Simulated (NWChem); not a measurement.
C3H7N; SMILES C1CCN1

```xyz
11

C     -0.1001     1.0742     0.0000
C      0.0794    -0.0406     1.0452
N     -0.2207    -1.0200     0.0000
C      0.0794    -0.0406    -1.0452
H      0.6280     1.8968     0.0000
H     -1.1179     1.4890     0.0000
H     -0.6056    -0.0501     1.9107
H      1.1190    -0.0767     1.4298
H      0.3254    -1.8778     0.0000
H      1.1190    -0.0767    -1.4298
H     -0.6056    -0.0501    -1.9107
```
Atoms are numbered in this order, from 1.

Results from NWChem. Pople sets run with spherical d functions. Structure relaxed at the PBE0/def2-SVP level. Vzz is the largest principal value of the second derivative of the potential at the nucleus (NWChem prints the opposite sign); η is the asymmetry. Non-relativistic.

```tsv
level	Vzz N3 (a.u.)	η N3
Hartree-Fock/6-31G*	-1.144	0.04
Hartree-Fock/def2-SVP	___	0.01
PBE0/cc-pVTZ	-1.132	0.07
PBE0/def2-TZVP	-1.115	0.06
```

### Question
Complete the blanks.

### Answer

- Hartree-Fock/def2-SVP, Vzz N3 (a.u.): -1.202
